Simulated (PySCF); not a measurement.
Ionisation energy of V by level of theory

V [Ar] 3d3 4s2 (4F) → V⁺ [Ar] 3d4 (5D), as a difference of total energies. Calculation: PySCF 2.14, in aug-cc-pVDZ-DK (7s6p4d2f, 59 functions); scalar relativity by spin-free X2C-1e. Correlated levels: valence: [Ar] frozen. The calculations carry no spin-orbit coupling.

```tsv
method	ionisation energy (eV)	error (eV)
UHF	6.160	-0.572
LDA	6.485	-0.247
PBE	6.364	-0.368
PBE0	6.328	-0.404
r2SCAN	6.405	-0.327
revPBE	6.270	-0.462
M06-2X	7.051	+0.319
LC-wPBE	5.866	-0.866
B3LYP	6.797	+0.065
MP2 (valence)	6.526	-0.206
SCS-MP2 (valence)	6.999	+0.267
```

Reference: 6.732 eV (measured; NIST levels, between the centres of gravity of the two terms).

Errors of the correlated levels include the incompleteness of this basis and the frozen core.
